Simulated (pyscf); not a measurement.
Structures and frequencies: ωB97X-D3(BJ)/def2-SVP in PySCF.

Q: Estimate the classical barrier height and the reaction energy of `[CH]1=[CH][CH2][CH2][CH2]1` → `[C]1[CH2][CH2][CH2][CH2]1` [singlet] at ωB97M-D3(BJ)/def2-TZVP. The step runs on the singlet surface, breaks C–H and forms C–H; take the reactant's lowest minimum found as zero.

A: ΔE‡ = 3.02 eV, ΔE = +2.80 eV. Zero-point energy shifts the barrier by -0.14 eV. It is a hydrogen shift, with an imaginary mode of 895i cm⁻¹. One saddle was located; it need not be the lowest between these sides.
